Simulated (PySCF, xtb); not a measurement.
Ge(I)(SiH3) (GeH3ISi), SMILES [SiH3][Ge][I] (connectivity only; charge and spin as stated), neutral, multiplicity 1.

GFN2-xTB (xtb) at its own geometry gives an orbital gap of 1.66 eV and a dipole moment of 5.87 D.

Geometry: PBE-D3(BJ)/def2-SVP. The structure was generated by enumeration; whether it is a known compound was not checked. The def2 effective core potentials stand for the cores of I; spin–orbit coupling is left out.

Q: What does PBE0/def2-TZVPD run with PySCF give? (An estimate is asked for; the answer gives what the named calculation found.)

A: gap 3.07 eV (levels -6.54 and -3.46 eV), dipole 1.41 D.
